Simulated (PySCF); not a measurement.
Field gradients at the hydrogen positions

Species: C7H14P (charge +1).
Atom-mapped SMILES: `[CH2:1]=[CH:2][P@+:3]1([CH3:4])[CH2:5][C@@H:6]([CH3:7])[CH2:8]1` (hydrogens: H9, H10 on C1; H11 on C2; H12, H13, H14 on C4; H15, H16 on C5; H17 on C6; H18, H19, H20 on C7; H21, H22 on C8)

Geometry (GFN2-xTB, Å), atoms numbered from 1 in this order:
```xyz
22
C7H14P angstrom
C     -2.1729    1.9446   -0.4380
C     -2.2437    0.7401    0.1116
P     -0.8118   -0.3431    0.2282
C     -1.3288   -1.9751    0.8072
C      0.6698    0.3716    1.0323
C      1.3718    0.5039   -0.3502
C      2.7760   -0.0662   -0.3895
C      0.3387   -0.2992   -1.1928
H     -1.2571    2.3402   -0.8493
H     -3.0379    2.5845   -0.5004
H     -3.1620    0.3421    0.5233
H     -0.4694   -2.6449    0.8240
H     -2.0906   -2.3758    0.1376
H     -1.7418   -1.8886    1.8129
H      0.5194    1.3017    1.5769
H      1.1651   -0.3459    1.6876
H      1.4010    1.5470   -0.6678
H      3.4333    0.5048    0.2613
H      2.7853   -1.1045   -0.0660
H      3.1736   -0.0163   -1.4001
H      0.6976   -1.2945   -1.4579
H     -0.0261    0.1931   -2.0924
```

Level: PBE0/pcSseg-1 (PySCF, non-relativistic); Q(2H) = 0.00286 b; rigid geometry, the same for H and D, with no vibrational averaging.

Question: Rank these positions by the coupling χzz of a deuteron there, largest first.
A. H21 (methylene hydrogen)
B. H9 (vinylic hydrogen)
C. H18 (methyl hydrogen)

Answer: B (217 kHz), C (209 kHz), A (203 kHz).

Question: Give the electric field gradient Vzz (the principal value of largest size), its asymmetry and the 2H coupling at each hydrogen.

Answer: 
| atom | bonded to | bond length (Å) | Vzz (au) | η | χzz (kHz) |
| --- | --- | --- | --- | --- | --- |
| H9 | C1 | 1.079 | 0.3232 | 0.04 | 217 |
| H10 | C1 | 1.078 | 0.3235 | 0.02 | 217 |
| H11 | C2 | 1.082 | 0.3181 | 0.09 | 214 |
| H12 | C4 | 1.090 | 0.3040 | 0.03 | 204 |
| H13 | C4 | 1.091 | 0.3021 | 0.03 | 203 |
| H14 | C4 | 1.091 | 0.3020 | 0.03 | 203 |
| H15 | C5 | 1.088 | 0.3080 | 0.01 | 207 |
| H16 | C5 | 1.091 | 0.3026 | 0.02 | 203 |
| H17 | C6 | 1.091 | 0.2982 | 0.01 | 200 |
| H18 | C7 | 1.087 | 0.3110 | 0.03 | 209 |
| H19 | C7 | 1.088 | 0.3115 | 0.04 | 209 |
| H20 | C7 | 1.087 | 0.3108 | 0.03 | 209 |
| H21 | C8 | 1.091 | 0.3025 | 0.02 | 203 |
| H22 | C8 | 1.088 | 0.3082 | 0.01 | 207 |

Question: How does χzz go with the bond length over the 14 C–H bonds?

Answer: A straight-line fit has a slope of -12.0 kHz for each 0.01 Å, with a correlation coefficient of -0.97, over lengths from 1.078 to 1.091 Å. The longer bonds have the smaller couplings here.

Question: Give the 2H NMR doublet splittings at H19 for a magnetic field along the z, y and x axes of the gradient: 3χ/2, 3χ(1 + η)/4, 3χ(1 − η)/4.

Answer: With |χ| = 209.3 kHz and η = 0.039: 314, 163 and 151 kHz, to first order and without motion.

Geometry: GFN2-xTB, one conformer, isolated ion. GFN2-xTB bond lengths can be off by several hundredths of an ångström, more for odd bonds, and the gradients follow them. With a basis this small, the couplings can be 20 % off.
